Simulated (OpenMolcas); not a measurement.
## BBr2Cl (dibromo(chloro)borane): the vertical ionisation energy from total energies

BBr2Cl has 4 atoms, charge 0, and is taken as a singlet. As SMILES, `ClB(Br)Br`. Geometry: relaxed at GFN2-xTB.

Both states at this one shape; open shells run unrestricted unless said. 1 Eh = 27.2114 eV.

```
                           level     program  singlet BBr2Cl (Eh)  doublet BBr2Cl+ (Eh)  HOMO of the first (eV)
                   O3LYP/pcseg-0  OpenMolcas         -5627.744431          -5627.352040                   -7.90
                   O3LYP/pcseg-1  OpenMolcas         -5633.941001          -5633.561073                   -7.69
                   O3LYP/pcseg-2  OpenMolcas         -5634.678129          -5634.301547                   -7.68
O3LYP/aug-pcseg-2 (RICD fitting)  OpenMolcas         -5634.679776          -5634.303332                   -7.70
```

Q: Work out the vertical ionisation energy at each level.

A: 
1. O3LYP/pcseg-0: -5627.352040 − (-5627.744431) = 0.392391 Eh = 10.68 eV; −ε(HOMO) = 7.90 eV.
2. O3LYP/pcseg-1: -5633.561073 − (-5633.941001) = 0.379928 Eh = 10.34 eV; −ε(HOMO) = 7.69 eV.
3. O3LYP/pcseg-2: -5634.301547 − (-5634.678129) = 0.376582 Eh = 10.25 eV; −ε(HOMO) = 7.68 eV.
4. O3LYP/aug-pcseg-2 (RICD fitting): -5634.303332 − (-5634.679776) = 0.376444 Eh = 10.24 eV; −ε(HOMO) = 7.70 eV.

No measured value is set beside it here; the levels span 10.24 to 10.68 eV. Spin-orbit coupling, which splits open shells on such heavy atoms by tenths of an eV, is left out. All-electron rows are non-relativistic unless named.
